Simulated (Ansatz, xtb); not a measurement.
## Relaxing a trial structure of Cl2H2Si2

The starting geometry of this gas-phase singlet has its atoms placed at random.

```yaml
atoms:
  - { symbol: Cl, position_ang: [0.3419, -2.1277, -0.2572] }
  - { symbol: Cl, position_ang: [0.7641, 1.0999, -1.3156] }
  - { symbol: Si, position_ang: [-0.8692, 0.0960, 1.0183] }
  - { symbol: Si, position_ang: [1.9891, -0.1540, -0.5565] }
  - { symbol: H, position_ang: [-1.9608, -0.4942, 0.7051] }
  - { symbol: H, position_ang: [0.4952, 1.6032, 0.9601] }
```

Guess where an optimisation with r2SCAN-D4/def2-SVP ends from this start.

It ends as a structure given below by its coordinates. Distances that change by over a tenth: Cl2–Si4 (1.91 → 2.67 Å), Si3–H5 (1.28 → 1.49 Å). Contacts that close: Cl1–Si4 (2.59 → 2.12 Å), Cl2–Si3 (3.02 → 2.17 Å), Si3–Si4 (3.27 → 2.39 Å), Si3–H6 (2.03 → 1.49 Å).

The energy falls by 6.77 eV over 17 steps:

```tsv
step	E − E(last) (eV)
1	6.775
3	2.955
5	1.784
6	1.394
8	0.630
10	0.200
12	0.021
13	0.015
15	0.000
17	0.000
```

Final geometry (Å):

```xyz
6

Cl    0.7215   -2.4443   -0.7092
Cl    0.3565    1.0664   -1.3667
Si   -0.2253    0.4655    0.6387
Si    1.7446   -0.7352    0.0256
H    -1.6190   -0.0555    0.5273
H    -0.2180    1.7262    1.4385
```

From the same start GFN2-xTB reaches the same bonding as this run.

From so rough a start the end depends on the optimiser's path, so another program may land elsewhere. The end wasn't checked by frequencies. Run with Ansatz 0.2.0, 19 s on 2 threads of Intel(R) Xeon(R) 6975P-C (Granite Rapids) (shared host).
